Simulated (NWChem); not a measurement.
System: cyclopentanone (C₅H₈O); SMILES C1CCC(C1)=O

NWChem input:

```
start job
memory heap 200 mb stack 900 mb global 1100 mb
geometry units angstroms noautoz
  O      0.000000     0.000000     2.142928
  C      0.000000     0.000000     0.931721
  C      0.126756     1.238225     0.032902
  C     -0.225521     0.740319    -1.379035
  C      0.225521    -0.740319    -1.379035
  C     -0.126756    -1.238225     0.032902
  H     -0.490077     2.059827     0.408928
  H      1.172736     1.573741     0.084177
  H      0.248393     1.325645    -2.172640
  H     -1.310531     0.796095    -1.534490
  H      1.310531    -0.796095    -1.534490
  H     -0.248393    -1.325645    -2.172640
  H     -1.172736    -1.573741     0.084177
  H      0.490077    -2.059827     0.408928
end
basis spherical
  * library def2-svp
end
dft
  xc m06-l
  grid coarse
  iterations 150
  mulliken
end
task dft gradient
```

Excerpt of the output:

```
             Northwest Computational Chemistry Package (NWChem) 7.3.0
             --------------------------------------------------------

 C2  symmetry detected

                             Geometry "geometry" -> ""
                             -------------------------

 Output coordinates in angstroms (scale by  1.889725989 to convert to a.u.)

  No.       Tag          Charge          X              Y              Z
 ---- ---------------- ---------- -------------- -------------- --------------
    1 O                    8.0000     0.00000000     0.00000000     2.13962139
    2 C                    6.0000     0.00000000     0.00000000     0.92841439
    3 C                    6.0000     0.12663283     1.23823760     0.02959539
    4 C                    6.0000    -0.22559464     0.74029656    -1.38234161
    5 C                    6.0000     0.22559464    -0.74029656    -1.38234161
    6 C                    6.0000    -0.12663283    -1.23823760     0.02959539
    7 H                    1.0000    -0.49028190     2.05977824     0.40562139
    8 H                    1.0000     1.17257945     1.57385765     0.08087039
    9 H                    1.0000     0.24826113     1.32566970    -2.17594661
   10 H                    1.0000    -1.31061018     0.79596463    -1.53779661
   11 H                    1.0000     1.31061018    -0.79596463    -1.53779661
   12 H                    1.0000    -0.24826113    -1.32566970    -2.17594661
   13 H                    1.0000    -1.17257945    -1.57385765     0.08087039
   14 H                    1.0000     0.49028190    -2.05977824     0.40562139

 Effective nuclear repulsion energy (a.u.)     234.5559404943

      Symmetry information
      --------------------

 Group name             C2
 Group number              4
 Group order               2
 No. of unique centers     8

                                 NWChem DFT Module
                                 -----------------

 Summary of "ao basis" -> "ao basis" (spherical)
 ------------------------------------------------------------------------------
       Tag                 Description            Shells   Functions and Types
 ---------------- ------------------------------  ------  ---------------------
 O                          def2-svp                 6       14   3s2p1d
 C                          def2-svp                 6       14   3s2p1d
 H                          def2-svp                 3        5   2s1p

      Symmetry analysis of basis
      --------------------------

        a          64
        b          60

            General Information
            -------------------
          SCF calculation type: DFT
          Wavefunction type:  closed shell.
          No. of atoms     :    14
          No. of electrons :    46
           Alpha electrons :    23
            Beta electrons :    23
          Charge           :     0
          Spin multiplicity:     1
          Use of symmetry is: on ; symmetry adaption is: on
          Maximum number of iterations: 150
          AO basis - number of functions:   124
                     number of shells:    60
          Convergence on energy requested:  1.00D-06
          Convergence on density requested:  1.00D-05
          Convergence on gradient requested:  5.00D-04

              XC Information
              --------------
                        M06-L Method XC Functional
                         M06-L Exchange Functional  1.000
                       M06-L Correlation Potential  1.000

             Grid Information
             ----------------
          Grid used for XC integration:  coarse
          Radial quadrature: Mura-Knowles
          Angular quadrature: Lebedev.
          Tag              B.-S. Rad. Rad. Pts. Rad. Cut. Ang. Pts.
          ---              ---------- --------- --------- ---------
          O                   0.60       35          11.0       302
          C                   0.70       35          10.0       302
          H                   0.35       35          11.0       302
          Grid pruning is: on
          Number of quadrature shells:   280
          Spatial weights used:  Erf1

      Superposition of Atomic Density Guess
      -------------------------------------

 Sum of atomic energies:        -266.80943858

      Non-variational initial energy
      ------------------------------

 Total energy =    -270.837782
 1-e energy   =    -824.356791
 2-e energy   =     318.963069
 HOMO         =      -0.311303
 LUMO         =      -0.015005

      Symmetry analysis of molecular orbitals - initial
      -------------------------------------------------

  Numbering of irreducible representations:

     1 a           2 b

[...]

                         DFT ENERGY GRADIENTS

    atom               coordinates                        gradient
                 x          y          z           x          y          z
   1 O       0.000000   0.000000   4.043298    0.000000   0.000000   0.011373
   2 C       0.000000   0.000000   1.754449    0.000000   0.000000  -0.005014
   3 C       0.239301   2.339930   0.055927    0.004718   0.013111   0.006495
   4 C      -0.426312   1.398958  -2.612247   -0.007527   0.007896  -0.010942
   5 C       0.426312  -1.398958  -2.612247    0.007527  -0.007896  -0.010942
   6 C      -0.239301  -2.339930   0.055927   -0.004718  -0.013111   0.006495
   7 H      -0.926498   3.892416   0.766513    0.001065  -0.002931  -0.001809
   8 H       2.215854   2.974160   0.152823   -0.002683  -0.001199  -0.000978
   9 H       0.469146   2.505152  -4.111943   -0.000610  -0.002037   0.003128
  10 H      -2.476694   1.504155  -2.906014    0.003568  -0.000477   0.000926
  11 H       2.476694  -1.504155  -2.906014   -0.003568   0.000477   0.000926
  12 H      -0.469146  -2.505152  -4.111943    0.000610   0.002037   0.003128
  13 H      -2.215854  -2.974160   0.152823    0.002683   0.001199  -0.000978
  14 H       0.926498  -3.892416   0.766513   -0.001065   0.002931  -0.001809
```

Level: M06-L/def2-SVP. Coordinates come from a B3LYP/6-31G* (spherical d) optimisation.
